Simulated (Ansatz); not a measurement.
Stepwise reaction of `C[O][In]([SH])[O]C` with water, as a gas-phase model of exchange steps in deposition or etching. ΔE in kJ/mol.

Computed with Ansatz on PBE0-D4/def2-TZVP structures; ΔE is electronic, products minus reactants. CCSD(T)/CBS is the MP2 limit (def2-TZVPP, def2-QZVPP) plus CCSD(T) − MP2 in def2-TZVPP, frozen cores. This one scheme is used for every species. DFT in def2-TZVPP. B3LYP here is the variant with VWN-RPA as its local correlation; programs differ in this. def2 core potentials past Kr. For In outer-core shells are correlated without core-valence functions, which leaves a few kJ/mol of doubt a bond. One conformer a species, not always the lowest.

| step | reaction | PBE-D4 | B3LYP-D4 | ωB97M-V | CCSD(T)/CBS |
| --- | --- | --- | --- | --- | --- |
| 1 | `C[O][In]([SH])[O]C` + H₂O → `C[O][In]([OH])[SH]` + CH₃OH | -5.8 | -5.5 | -7.9 | -3.1 |
| 2 | `C[O][In]([OH])[SH]` + H₂O → `[OH][In]([OH])[SH]` + CH₃OH | -6.7 | -6.1 | -8.1 | -3.2 |

Q: By hand: ΔE of the 2 steps together at CCSD(T)/CBS.

A: (-3.1) + (-3.2) = -6.3 kJ/mol, or -3.2 kJ/mol a step.

In ΔE the steps differ by no more than 0.1 kJ/mol. PBE-D4 differs from CCSD(T)/CBS by -3.5 to -2.7 kJ/mol a step. Isolated molecules leave out the surface, adducts and barriers. Largest T1 diagnostic: 0.016.
